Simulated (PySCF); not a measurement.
silene (CH4Si), SMILES C=[SiH2]. The structure is a stationary point at r2SCAN-D4/def2-TZVP.

PySCF with TDDFT-M06-2X/def2-TZVPD puts the lowest singlet excitations at 4.97, 5.71, 6.08, 6.53, 6.77, 6.79 eV.

What are the lowest excitation roots from PySCF with ADC(2)/aug-cc-pVDZ? (An estimate is asked for; the answer gives what the named calculation found.)

5.27, 5.68, 6.17, 6.51, 6.63, 7.03 eV. S1 differs by 0.30 eV (second minus first; roots are paired by order, and the bases may differ).
